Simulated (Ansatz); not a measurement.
Relaxation of Cu(NH3)Me (CH6CuN) with RKS PBE0-D4/def2-TZVP.

```sh
$ ansatz run in.yaml --threads 4 --pin off --events-out ev --progress --plain --max-ram 3916MiB
```

```yaml
crystal:
  periodic: [false, false, false]
  atoms:
    - {symbol: Cu, position_ang: [0.001950, 0.001060, 0.043190]}
    - {symbol: N, position_ang: [-0.003380, -0.013630, 1.979330]}
    - {symbol: H, position_ang: [-0.429650, 0.846980, 2.317280]}
    - {symbol: H, position_ang: [0.956080, -0.081280, 2.313990]}
    - {symbol: H, position_ang: [-0.539860, -0.816420, 2.302220]}
    - {symbol: C, position_ang: [0.003380, 0.013640, -1.909200]}
    - {symbol: H, position_ang: [-0.997710, 0.024110, -2.350080]}
    - {symbol: H, position_ang: [0.498020, -0.854540, -2.354290]}
    - {symbol: H, position_ang: [0.511180, 0.880080, -2.342430]}
basis:
  gaussian: {orbitals: def2-TZVP}
hamiltonian: {xc: pbe0, dispersion: d4}
scf: {lower_state_search: "off"}
output: {orbitals: {seedname: orbitals}}
relax: {f_tol: 0.02, max_steps: 100}
```

Hardware: 4 threads of Arm Neoverse V2 on a shared host. Wall time 6 s.

Positions (Å) and forces (eV/Å) at steps 1, 2, 3, 4 of 4:

```xyz
9
step=1 energy=-47257.7337 eV
Cu    0.002    0.001    0.043   -0.003    0.006   -1.062
N    -0.003   -0.014    1.979    0.012   -0.006    0.037
H    -0.430    0.847    2.317    0.117   -0.232    0.110
H     0.956   -0.081    2.314   -0.268    0.023    0.106
H    -0.540   -0.816    2.302    0.140    0.213    0.113
C     0.003    0.014   -1.909   -0.001   -0.003    0.203
H    -0.998    0.024   -2.350   -0.202    0.001    0.167
H     0.498   -0.855   -2.354    0.101   -0.178    0.164
H     0.511    0.880   -2.342    0.104    0.177    0.163
9
step=2 energy=-47257.7765 eV
Cu    0.001    0.001    0.009    0.000    0.004   -0.556
N    -0.003   -0.014    1.959    0.002   -0.005   -0.012
H    -0.425    0.838    2.314    0.026   -0.051    0.084
H     0.946   -0.080    2.310   -0.059    0.006    0.083
H    -0.535   -0.808    2.300    0.031    0.048    0.084
C     0.004    0.014   -1.915    0.000   -0.001    0.107
H    -1.013    0.024   -2.327    0.003    0.000    0.070
H     0.506   -0.868   -2.331   -0.001    0.002    0.070
H     0.519    0.894   -2.319   -0.001   -0.002    0.070
9
step=3 energy=-47257.7873 eV
Cu    0.000    0.000   -0.023    0.000    0.000    0.051
N    -0.004   -0.014    1.956    0.000    0.001   -0.084
H    -0.422    0.833    2.324   -0.007    0.015    0.025
H     0.941   -0.080    2.320    0.017   -0.001    0.025
H    -0.531   -0.803    2.312   -0.009   -0.014    0.025
C     0.003    0.014   -1.921    0.000    0.001   -0.093
H    -1.015    0.024   -2.325   -0.001    0.000    0.017
H     0.507   -0.870   -2.329    0.000   -0.001    0.017
H     0.520    0.896   -2.316    0.001    0.001    0.017
9
step=4 energy=-47257.7876 eV
Cu    0.000    0.000   -0.023    0.000    0.000   -0.003
N    -0.004   -0.014    1.954    0.000    0.000    0.002
H    -0.422    0.832    2.326    0.003   -0.005   -0.001
H     0.940   -0.080    2.322   -0.006    0.000   -0.001
H    -0.531   -0.803    2.314    0.003    0.005   -0.001
C     0.003    0.014   -1.925    0.000    0.000    0.015
H    -1.017    0.024   -2.324   -0.004    0.000   -0.004
H     0.508   -0.871   -2.328    0.002   -0.004   -0.004
H     0.521    0.897   -2.315    0.002    0.004   -0.004
```

The relaxation made no stability test and no search for a lower SCF solution.
